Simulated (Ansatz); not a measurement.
Total energies of the Sn atom.

The species carries charge 0 and has multiplicity 3. Correlated methods include outer-core shells of Sn, which these sets cover unevenly. Sn: def2 effective core potential. A free atom. Basis def2-TZVPP, Ansatz.

RPA on PBE orbitals: Hartree–Fock energy of these orbitals -213.32862 Eh, correlation -0.37465 Eh (frozen core).

```
             functional  energy without D4 (Eh)
                r2SCAN0              -214.30533
HSE06 (plane-wave form)              -214.25750
```

(1) Give the same for LDA (SPW92), PBE, revPBE, BLYP, r2SCAN, B97M-V, PBE0, B3LYP, r2SCANh, BHLYP, CAM-B3LYP, LC-ωPBE, ωB97X-V, ωB97M-V, B2PLYP, PBE-QIDH. (Best estimate.)

B3LYP takes the VWN-RPA correlation (the form of Gaussian; ORCA's B3LYP/G). HSE06 is the plane-wave form, built on full-range PBE exchange. The double hybrids freeze the cores in their second-order part.

Results:

(1) The calculation gave: 
```
 functional  energy without D4 (Eh)
LDA (SPW92)              -213.90262
        PBE              -214.24935
     revPBE              -214.30325
       BLYP              -214.20604
     r2SCAN              -214.33064
     B97M-V              -214.24221
       PBE0              -214.25870
      B3LYP              -214.32746
    r2SCANh              -214.32041
      BHLYP              -214.18811
  CAM-B3LYP              -214.23564
    LC-ωPBE              -214.27747
    ωB97X-V              -214.22451
    ωB97M-V              -214.20630
     B2PLYP              -214.04554
   PBE-QIDH              -214.05815
```

LC-ωPBE has ω = 0.4 bohr⁻¹.
